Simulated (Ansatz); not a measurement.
```yaml
crystal:
  periodic: [false, false, false]
  atoms:
    - {symbol: F, position_ang: [-1.693091, -1.160372, 0.509807]}
    - {symbol: B, position_ang: [-0.840735, -0.510410, 1.160337]}
    - {symbol: Si, position_ang: [0.091642, 0.630632, -0.250880]}
    - {symbol: S, position_ang: [1.894008, -0.400860, -1.105754]}
    - {symbol: H, position_ang: [-0.460729, -0.673570, 2.335086]}
    - {symbol: H, position_ang: [-0.657781, 1.300494, -1.422746]}
    - {symbol: H, position_ang: [0.789389, 2.010005, 0.291869]}
    - {symbol: H, position_ang: [0.827837, -1.353817, -1.565202]}
basis:
  gaussian: {orbitals: ANO-RCC-VTZP, final_grid: {core_spheres: 8, valence_spheres: 7, degree: 23}}
hamiltonian: {xc: {name: r2SCAN}, dispersion: d3bjatm}
relax: {f_tol: 0.001, max_steps: 1}
output: {forces: true}
```

```sh
$ ansatz run in.yaml --threads 2 --pin off --events-out ev --progress --plain --max-ram 4352MiB
```

Shortened log:

```
Functional definition: r2SCAN
1398 factors; their error is unknown
mean field evaluation 1: about -22218.2512 eV, gradient 2.9e1 eV
mean field evaluation 2: about -22217.8705 eV, gradient 3.7e1 eV
mean field evaluation 4: about -22219.9088 eV, gradient 1.4e0 eV
mean field evaluation 8: about -22219.9124 eV, gradient 6.3e-2 eV
mean field evaluation 16: about -22219.8639 eV, gradient 9.6e-5 eV
mean field -22219.86392035 eV, -816.5649379080 hartree, gradient 2.4e-5 eV, S^2 0.000000; 0 other end points of the search recorded, 0 dependent functions left out
reference -22219.86394257 eV, -816.5649387248 hartree; 24, 24 occupied and 160, 160 virtual orbitals, 1398 factors
relax step   1: F+E_penalty+E_count = -22219.91056574 eV  Δ(F+E_penalty+E_count) = +0.000e0 eV  max|allowed force component| = 3.387e0 eV/Å  Δτ_max = 0.0000 Å  (29 SCF iters, accepted)
Error: geometry relaxation did not converge after 1 steps: max|allowed force component| = 3.39e0 eV/Å (threshold 1.0e-3). Raise `relax.max_steps` over both its present limit and 1, loosen `relax.f_tol`, or start from a geometry closer to equilibrium. Where this run's directory can be resumed (`checkpoint.write`), a resume goes on for up to `relax.max_steps` more
```

Question: Something in this input is off. What?

Answer: The relaxation is allowed too few steps for its threshold. No converged result was reached.
